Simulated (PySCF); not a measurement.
# BeF⁻: from constants to spectrum

RHF-CCSD(T) constants of BeF⁻, ¹Σ⁺ (singlet), closed shell (basis Be def2-SVPD, F def2-SVPD; no relativity; PySCF 2.14; masses 9.0122 and 18.9984 u):

- ωe: 956.6 cm⁻¹
- ωexe: 10.6 cm⁻¹
- Be: 1.2465 cm⁻¹
- αe: 0.0193 cm⁻¹
- D (centrifugal): 8.47e-06 cm⁻¹
- De to Be + F⁻: 2.95 eV

**Question.** Give the band origin of the fundamental and the first lines of its P and R branches.

**Answer.** ν0 = ωe − 2ωexe = 935.4 cm⁻¹, B0 = 1.2369, B1 = 1.2175 cm⁻¹.

```
J″  P(J″) − ν0  R(J″) − ν0
 0                   2.435
 1      -2.474       4.831
 2      -4.986       7.189
 3      -7.536       9.507
 4     -10.124      11.785
 5     -12.750      14.024
 6     -15.414      16.223
```

**Question.** Near which J would the R branch turn back, without centrifugal distortion?

**Answer.** At J ≈ (B0 + B1)/(2(B0 − B1)) − 1 ≈ 63.

Correlated steps freeze 1 core orbital. Correlated levels converge slowly with the basis: in double zeta they bind strong bonds too weakly, by up to about 1 eV, and carry superposition errors of some tenths. For an ion De counts to the pair picked by the measured ionisation energies or electron affinities, which need not be the lowest pair at this level.
